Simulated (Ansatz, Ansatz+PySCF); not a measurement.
```xyz
2

Cu    0.0000    0.0000    0.0000
O     0.0000    0.0000    1.7930
```

Basis set: def2-SVP (spherical functions). Frozen core: 6 orbitals. Charge 0, multiplicity 2.

Computed with Ansatz (development build ahead of 0.2.0); each method stands on the lowest determinant of its kind that the runs found. Restricted functionals stand beside restricted open-shell atoms, which can lie above the unrestricted atoms usual in DFT and then raise those values.

Task: Give the atomization energy at this shape (free ground-state atoms in the same class of orbitals less the molecule, no zero-point energy) of doublet CuO by ωB97X (unrestricted), r²SCAN (unrestricted), r²SCAN (restricted open-shell), PBE (unrestricted), PBE (restricted open-shell), PBE0 (unrestricted), UHF-MP2, UHF, ROHF.

Result:

| method | atomization energy |
| --- | --- |
| ωB97X (unrestricted) | 2.96 eV |
| r²SCAN (unrestricted) | 3.26 eV |
| r²SCAN (restricted open-shell) | 3.29 eV |
| PBE (unrestricted) | 3.49 eV |
| PBE (restricted open-shell) | 3.51 eV |
| PBE0 (unrestricted) | 2.70 eV |
| UHF-MP2 | 2.30 eV |
| UHF | 0.53 eV |
| ROHF | 0.56 eV |
